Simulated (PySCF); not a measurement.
F4Se, SMILES F[Se+](F)(F)F, charge +1, multiplicity 2.

Geometry: PBE-D3(BJ)/def2-SVP.

Calculation: ωB97X/def2-TZVP (PySCF).

The molecule is in vacuum.

**Question.** Estimate the frontier levels, dipole moment and polarisability. (An estimate is asked for; the answer gives what the named calculation found.)

**Answer.** 
| Quantity | Value |
|---|---|
| α spin, highest occupied and lowest empty level | -20.26 and -7.76 eV |
| β spin, highest occupied and lowest empty level | -22.34 and -11.90 eV |
| dipole moment about the centre of nuclear charge | 1.33 D |
| mean static polarisability | 30.2 bohr³ (4.47 Å³) |
| polarisability, principal values | 22.9, 26.7, 40.8 bohr³ |
| ⟨S²⟩ | 0.765 (pure state 0.75) |
